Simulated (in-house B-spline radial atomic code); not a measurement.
Configurations of Cd V (Cd4+), with energies counted from [Kr] 4d8. Computed with a radial B-spline atomic code at the basis-set limit: scalar-relativistic (X2C) r2SCAN, spin-polarised, spherical fractional occupations, Fermi nucleus of rms radius 4.6087 fm. Shells without spins written out take the highest spin.

Occupations are held fixed; configurations that lie above the ionisation limit could autoionise.

| configuration | E - E(ref) (eV) | highest orbital | its <r> (bohr) |
| --- | --- | --- | --- |
| [Kr] 4d7 5s1 | 18.133 | 5s up | 2.069 |
| [Kr] 4d(5 up, 2 down) 4f(0 up, 1 down) | 46.135 | 4f down | 2.75 |
| [Kr] 4d7 5f1 | 53.475 | 5f up | 4.836 |
| [Ar] 3d10 4s2 4p5 4d9 | 59.174 | 4d down | 1.147 |
| [Ar] 3d10 4s2 4p5 4d8 4f1 | 105.14 | 4f up | 2.491 |
| [Ar] 3d9 4s2 4p6 4d8 5s1 | 420.94 | 5s up | 2.052 |
| [Ar] 3d9 4s2 4p6 4d8 5f1 | 456.59 | 5f up | 4.761 |

**Question.** Order these further configurations by energy, lowest first.
A. [Ar] 3d10 4s2 4p5 4d8 5f1
B. [Ar] 3d10 4s2 4p5 4d8 5p1
C. [Kr] 4d(4 up, 4 down)
D. [Ar] 3d9 4s2 4p6 4d8 4f1
E. [Ar] 3d10 4s2 4p(3 up, 2 down) 4d(3 up, 5 down) 4f(1 up, 0 down)

**Answer.** C (1.1476 eV), B (88.319 eV), E (108.4 eV), A (113.61 eV), D (448.27 eV).

**Question.** How far above the reference does [Ar] 3d10 4s2 4p(3 up, 2 down) 4d(3 up, 5 down) 5s(1 up, 0 down) lie?

**Answer.** 81.527 eV; its least bound orbital is 5s up with <r> = 2.091 bohr.

**Question.** How far above the reference does [Ar] 3d10 4s2 4p5 4d8 5d1 lie?

**Answer.** 101.56 eV; its least bound orbital is 5d up with <r> = 3.072 bohr.

**Question.** How far above the reference does [Kr] 4d(5 up, 2 down) 5d(0 up, 1 down) lie?

**Answer.** 41.786 eV; its least bound orbital is 5d down with <r> = 3.127 bohr.
